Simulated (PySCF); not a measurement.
sulfur tetrafluoride (F4S), SMILES FS(F)(F)F. Atoms are numbered in the order given.

```xyz
5

F      1.2424     0.0000     0.6398
S      0.0000     0.0000    -0.3895
F      0.0000     1.6853    -0.2936
F      0.0000    -1.6853    -0.2936
F     -1.2424     0.0000     0.6398
```
Charge 0, spin multiplicity 1.

Coordinates come from a PBE-D3(BJ)/def2-SVP optimisation.

Method: PBE-D3(BJ)/def2-SVP (PySCF).

Frequencies are harmonic and unscaled.

Question: Estimate the vibrational spectrum. (An estimate is asked for; the answer gives what the named calculation found.)

Answer: 
```tsv
mode	ν (cm⁻¹)	IR (km/mol)	moving atoms (share of kinetic energy)
1	195	0.4	F 100 %
2	307	9.4	F 78 %, S 22 %
3	405	0.0	F 100 %
4	463	17.7	F 76 %, S 24 %
5	469	2.3	F 94 %
6	558	3.7	F 99 %
7	789	497.0	S 61 %, F 39 %
8	808	152.4	F 57 %, S 43 %
9	830	105.4	F 55 %, S 45 %
```
